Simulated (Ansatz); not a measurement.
Born–Oppenheimer molecular dynamics of AlFH₉HfN₃O (16 atoms, charge 0, multiplicity 1). It starts at the highest image of a converged band. Of that band: The profile has 2 maxima (images 2, 7) with wells between them (image 4): this band takes more than one step, which may be the mechanism or a detour left from its start path. Neighbouring images differ by up to 2.1 eV, so the band resolves the path poorly. A vibrational analysis at the climbing image gives one clearly imaginary mode, 50i cm⁻¹: a first-order saddle point.

All numbers below come from Ansatz 0.2.0, RHF/def2-SVP.

| Item | Value |
| --- | --- |
| ensemble | NVE (velocity Verlet) |
| time step | 0.5 fs |
| steps asked | 200 |
| starting velocities drawn for | 100 K |
| seed | 5510 |

Frames 2.5 fs apart, positions in Å, forces in eV/Å.

Velocities at 60 fs (Å/ps):

```
Hf -0.41 -0.25 0.17
F -0.61 0.41 0.39
N 3.98 0.89 -0.16
H -7.41 -11.07 2.18
H 0.86 -0.94 1.80
N 0.20 -1.18 -0.52
H 1.99 6.82 -1.73
H -4.33 -6.21 -0.20
N -1.40 0.86 0.71
H 3.35 8.03 1.41
H -3.32 1.13 -10.06
O 0.29 0.40 0.13
Al 1.29 0.44 -1.02
H 7.06 -0.63 -5.59
H 6.56 6.67 2.68
H 2.12 6.26 -3.33
```

```xyz
16
Properties=species:S:1:pos:R:3:forces:R:3 time_fs=60 energy_less_start_eV=0.121 T=34
Hf -0.503 0.045 -0.379 0.03 -0.13 0.72
F -0.425 0.640 2.220 0.03 0.00 -0.05
N 1.465 -0.446 0.061 0.24 -0.11 -0.06
H 2.176 -0.900 -0.504 -0.39 0.23 0.26
H 1.866 -0.248 0.972 -0.16 -0.10 -0.37
N -0.653 2.030 -0.940 -0.07 0.84 -0.05
H -1.487 2.439 -1.366 0.61 -0.23 0.33
H 0.013 2.792 -0.762 -0.67 -0.80 -0.20
N -1.246 -0.962 -2.025 0.13 -0.36 0.56
H -1.438 -1.951 -2.046 0.05 0.05 -0.04
H -1.294 -0.624 -2.958 -0.04 0.25 -0.60
O -1.881 -0.781 0.919 -0.15 0.02 -0.52
Al -3.344 -1.640 0.650 0.35 0.10 0.01
H -3.287 -3.198 0.336 -0.01 0.20 0.05
H -4.694 -0.832 0.729 -0.04 -0.06 0.02
H -1.138 0.042 2.111 0.11 0.10 -0.05
16
Properties=species:S:1:pos:R:3:forces:R:3 time_fs=62.5 energy_less_start_eV=0.116 T=36
Hf -0.504 0.044 -0.378 0.18 -0.13 0.69
F -0.427 0.641 2.221 0.44 0.36 -0.01
N 1.475 -0.444 0.061 -0.80 0.21 -0.03
H 2.151 -0.924 -0.494 0.26 -0.14 -0.16
H 1.865 -0.253 0.967 0.08 -0.03 0.00
N -0.653 2.028 -0.942 -0.65 -0.52 -0.07
H -1.466 2.449 -1.362 -0.01 -0.08 0.03
H -0.008 2.762 -0.766 0.54 0.42 0.13
N -1.249 -0.959 -2.023 0.17 0.69 -0.81
H -1.431 -1.938 -2.043 -0.09 -0.58 -0.05
H -1.303 -0.619 -2.986 0.05 -0.21 0.79
O -1.880 -0.780 0.918 -0.07 0.05 -0.53
Al -3.340 -1.639 0.647 0.35 0.10 0.01
H -3.270 -3.193 0.323 -0.05 0.19 0.05
H -4.680 -0.818 0.736 -0.09 -0.09 0.01
H -1.135 0.057 2.101 -0.32 -0.26 -0.05
16
Properties=species:S:1:pos:R:3:forces:R:3 time_fs=65 energy_less_start_eV=0.116 T=36
Hf -0.505 0.043 -0.377 0.34 -0.11 0.66
F -0.427 0.644 2.222 0.05 0.05 -0.10
N 1.482 -0.441 0.060 -1.05 0.11 -0.40
H 2.138 -0.953 -0.491 0.25 -0.10 -0.11
H 1.869 -0.260 0.963 0.24 0.03 0.30
N -0.656 2.025 -0.944 -0.02 -0.79 0.25
H -1.447 2.456 -1.356 -0.71 0.23 -0.32
H -0.004 2.750 -0.764 0.61 0.43 0.16
N -1.252 -0.955 -2.024 0.05 -0.30 -0.35
H -1.426 -1.952 -2.044 0.06 0.22 -0.02
H -1.309 -0.622 -2.978 0.02 -0.02 0.30
O -1.880 -0.778 0.915 0.02 0.11 -0.44
Al -3.336 -1.637 0.645 0.25 0.21 0.02
H -3.256 -3.178 0.314 -0.06 0.03 0.02
H -4.670 -0.808 0.744 -0.10 -0.11 0.01
H -1.145 0.059 2.089 0.06 0.02 0.03
16
Properties=species:S:1:pos:R:3:forces:R:3 time_fs=67.5 energy_less_start_eV=0.130 T=29
Hf -0.506 0.043 -0.376 0.44 -0.12 0.59
F -0.426 0.646 2.223 -0.24 -0.17 -0.17
N 1.484 -0.438 0.058 -0.29 -0.25 -0.27
H 2.137 -0.987 -0.493 -0.28 0.35 0.31
H 1.884 -0.267 0.971 -0.03 -0.06 -0.26
N -0.658 2.019 -0.944 0.29 0.92 0.12
H -1.460 2.471 -1.365 0.21 -0.20 0.15
H 0.030 2.757 -0.754 -0.61 -0.78 -0.19
N -1.254 -0.952 -2.026 0.10 -0.98 0.84
H -1.419 -1.955 -2.046 0.09 0.46 -0.01
H -1.314 -0.625 -2.955 -0.06 0.40 -0.90
O -1.879 -0.777 0.911 0.08 0.17 -0.33
Al -3.331 -1.635 0.642 0.11 0.35 0.03
H -3.246 -3.161 0.305 -0.06 -0.16 -0.02
H -4.666 -0.806 0.752 -0.08 -0.13 0.00
H -1.154 0.063 2.078 0.33 0.22 0.10
16
Properties=species:S:1:pos:R:3:forces:R:3 time_fs=70 energy_less_start_eV=0.109 T=40
Hf -0.507 0.042 -0.375 0.46 -0.12 0.46
F -0.427 0.648 2.223 0.20 0.20 -0.09
N 1.485 -0.435 0.054 -0.35 -0.12 0.08
H 2.123 -1.003 -0.480 -0.07 0.15 0.02
H 1.899 -0.277 0.966 -0.15 -0.02 -0.32
N -0.660 2.015 -0.945 -0.34 0.57 -0.09
H -1.465 2.478 -1.366 0.51 -0.31 0.30
H 0.036 2.727 -0.752 -0.26 -0.27 -0.12
N -1.256 -0.952 -2.026 0.19 0.34 -0.21
H -1.408 -1.938 -2.050 -0.08 -0.46 -0.07
H -1.322 -0.609 -2.973 0.02 -0.01 0.23
O -1.879 -0.774 0.905 0.14 0.20 -0.27
Al -3.325 -1.633 0.640 -0.03 0.33 0.02
H -3.239 -3.153 0.295 -0.06 -0.22 -0.03
H -4.668 -0.811 0.761 -0.05 -0.14 0.00
H -1.146 0.076 2.073 -0.13 -0.14 0.08
16
Properties=species:S:1:pos:R:3:forces:R:3 time_fs=72.5 energy_less_start_eV=0.125 T=31
Hf -0.507 0.041 -0.374 0.47 -0.09 0.33
F -0.427 0.651 2.223 0.32 0.30 -0.07
N 1.484 -0.433 0.051 -0.86 0.07 -0.10
H 2.107 -1.011 -0.467 0.30 -0.22 -0.42
H 1.906 -0.286 0.946 0.04 0.16 0.32
N -0.663 2.014 -0.945 -0.42 -1.13 0.16
H -1.447 2.469 -1.353 -0.46 0.30 -0.21
H 0.032 2.685 -0.757 0.80 0.86 0.15
N -1.257 -0.951 -2.026 0.14 0.41 -0.73
H -1.400 -1.942 -2.056 -0.06 -0.28 -0.10
H -1.328 -0.593 -2.981 0.06 -0.26 0.79
O -1.878 -0.771 0.899 0.14 0.22 -0.16
Al -3.320 -1.629 0.638 -0.16 0.11 -0.04
H -3.236 -3.158 0.283 -0.05 -0.08 0.00
H -4.672 -0.824 0.769 -0.03 -0.12 0.01
H -1.145 0.083 2.073 -0.25 -0.23 0.08
16
Properties=species:S:1:pos:R:3:forces:R:3 time_fs=75 energy_less_start_eV=0.104 T=43
Hf -0.508 0.040 -0.372 0.49 -0.06 0.21
F -0.426 0.654 2.222 -0.19 -0.11 -0.16
N 1.481 -0.431 0.047 -0.24 -0.35 -0.27
H 2.103 -1.029 -0.475 -0.14 0.17 -0.09
H 1.914 -0.288 0.941 -0.04 0.15 0.18
N -0.668 2.010 -0.945 0.47 -0.18 0.36
H -1.450 2.475 -1.349 -0.32 0.30 -0.14
H 0.062 2.682 -0.756 -0.22 -0.02 -0.13
N -1.257 -0.949 -2.028 0.13 -0.91 0.53
H -1.395 -1.958 -2.069 0.06 0.59 -0.05
H -1.332 -0.588 -2.952 -0.05 0.20 -0.51
O -1.876 -0.768 0.892 0.08 0.20 0.02
Al -3.316 -1.626 0.635 -0.26 -0.19 -0.11
H -3.236 -3.166 0.272 -0.03 0.11 0.05
H -4.678 -0.845 0.779 -0.02 -0.07 0.01
H -1.154 0.079 2.077 0.27 0.17 0.12
16
Properties=species:S:1:pos:R:3:forces:R:3 time_fs=77.5 energy_less_start_eV=0.114 T=38
Hf -0.508 0.040 -0.371 0.44 -0.05 0.07
F -0.425 0.657 2.221 -0.09 -0.04 -0.11
N 1.476 -0.431 0.043 0.28 -0.46 0.09
H 2.093 -1.037 -0.489 -0.29 0.37 0.13
H 1.920 -0.282 0.944 -0.26 0.03 -0.37
N -0.671 2.004 -0.943 0.12 1.03 -0.02
H -1.467 2.495 -1.351 0.64 -0.30 0.36
H 0.083 2.680 -0.762 -0.83 -0.54 -0.28
N -1.257 -0.950 -2.029 0.21 -0.35 0.52
H -1.387 -1.947 -2.085 -0.02 0.03 -0.06
H -1.338 -0.574 -2.946 -0.04 0.21 -0.50
O -1.874 -0.763 0.885 -0.02 0.15 0.16
Al -3.311 -1.622 0.632 -0.30 -0.37 -0.16
H -3.238 -3.169 0.263 0.00 0.20 0.07
H -4.686 -0.869 0.789 -0.02 -0.01 0.02
H -1.151 0.082 2.088 0.18 0.11 0.07
16
Properties=species:S:1:pos:R:3:forces:R:3 time_fs=80 energy_less_start_eV=0.099 T=45
Hf -0.508 0.039 -0.369 0.35 -0.03 -0.07
F -0.425 0.660 2.220 0.44 0.37 0.01
N 1.471 -0.432 0.038 -0.37 -0.04 0.15
H 2.069 -1.026 -0.498 0.24 -0.09 -0.22
H 1.912 -0.273 0.930 -0.02 0.04 -0.04
N -0.673 2.002 -0.942 -0.51 -0.06 -0.07
H -1.454 2.502 -1.335 0.10 -0.11 0.11
H 0.063 2.654 -0.782 0.36 0.41 0.02
N -1.256 -0.953 -2.028 0.17 0.83 -0.69
H -1.380 -1.936 -2.104 -0.10 -0.64 -0.09
H -1.346 -0.551 -2.964 0.08 -0.30 0.74
O -1.872 -0.758 0.878 -0.12 0.08 0.25
Al -3.308 -1.620 0.629 -0.33 -0.36 -0.14
H -3.240 -3.160 0.258 0.03 0.11 0.04
H -4.695 -0.894 0.800 -0.01 0.04 0.03
H -1.140 0.090 2.103 -0.32 -0.26 -0.02
16
Properties=species:S:1:pos:R:3:forces:R:3 time_fs=82.5 energy_less_start_eV=0.102 T=44
Hf -0.508 0.038 -0.367 0.30 0.02 -0.17
F -0.423 0.664 2.218 0.12 0.09 -0.01
N 1.466 -0.433 0.034 -0.58 -0.08 -0.28
H 2.057 -1.018 -0.517 0.30 -0.10 -0.16
H 1.903 -0.262 0.914 0.27 0.06 0.36
N -0.677 2.000 -0.940 0.14 -0.59 0.26
H -1.438 2.505 -1.315 -0.82 0.36 -0.31
H 0.060 2.648 -0.803 0.63 0.51 0.09
N -1.254 -0.952 -2.029 0.09 -0.32 -0.28
H -1.379 -1.952 -2.129 0.03 0.31 0.04
H -1.349 -0.542 -2.946 0.03 -0.07 0.19
O -1.871 -0.752 0.873 -0.26 0.01 0.38
Al -3.305 -1.618 0.626 -0.38 -0.22 -0.10
H -3.239 -3.145 0.255 0.07 -0.07 -0.01
H -4.704 -0.917 0.813 0.02 0.08 0.03
H -1.143 0.086 2.118 0.01 0.01 -0.03
16
Properties=species:S:1:pos:R:3:forces:R:3 time_fs=85 energy_less_start_eV=0.112 T=39
Hf -0.508 0.037 -0.366 0.21 0.05 -0.26
F -0.422 0.669 2.217 -0.18 -0.17 -0.02
N 1.458 -0.435 0.030 0.26 -0.38 -0.15
H 2.061 -1.015 -0.544 -0.12 0.33 0.33
H 1.907 -0.248 0.914 0.04 -0.10 -0.21
N -0.681 1.996 -0.938 0.47 1.15 -0.02
H -1.460 2.522 -1.307 0.10 -0.24 0.14
H 0.087 2.665 -0.819 -0.61 -0.58 -0.11
N -1.252 -0.953 -2.031 0.17 -0.96 0.65
H -1.376 -1.956 -2.151 0.07 0.50 0.11
H -1.352 -0.535 -2.921 -0.08 0.41 -0.81
O -1.870 -0.747 0.869 -0.38 -0.05 0.50
Al -3.303 -1.617 0.623 -0.40 -0.11 -0.05
H -3.235 -3.134 0.251 0.09 -0.21 -0.05
H -4.712 -0.935 0.827 0.06 0.09 0.02
H -1.146 0.082 2.130 0.33 0.28 -0.06
16
Properties=species:S:1:pos:R:3:forces:R:3 time_fs=87.5 energy_less_start_eV=0.101 T=44
Hf -0.508 0.036 -0.365 0.04 0.07 -0.37
F -0.420 0.673 2.216 0.33 0.23 0.05
N 1.451 -0.439 0.024 0.39 -0.18 0.24
H 2.060 -0.995 -0.555 0.03 0.14 0.14
H 1.914 -0.239 0.903 -0.09 -0.14 -0.37
N -0.683 1.996 -0.936 -0.21 1.13 -0.26
H -1.479 2.528 -1.293 0.53 -0.50 0.33
H 0.086 2.655 -0.840 -0.35 -0.30 -0.06
N -1.249 -0.957 -2.031 0.17 0.63 -0.25
H -1.370 -1.935 -2.168 -0.07 -0.55 -0.02
H -1.358 -0.509 -2.932 0.05 -0.11 0.24
O -1.871 -0.741 0.867 -0.44 -0.09 0.51
Al -3.302 -1.616 0.619 -0.37 -0.14 -0.02
H -3.225 -3.135 0.245 0.08 -0.17 -0.06
H -4.716 -0.949 0.843 0.08 0.09 0.00
H -1.134 0.092 2.139 -0.18 -0.11 -0.10
```

Of the whole run (100 fs, mean temperature of the second half 40 K): The conserved energy stayed within 0.082 meV per atom of its start (net change 0.046 meV per atom), so the integration is sound. A run of 0.1 ps of so small a system gives no equilibrium averages. The orbitals stay closed-shell, which can raise the energy where a bond breaks towards radicals; this wasn't checked here.

The run took 9.4 min on 4 threads of Arm Neoverse V1, with other jobs on the host, peak memory 0.5 GiB.
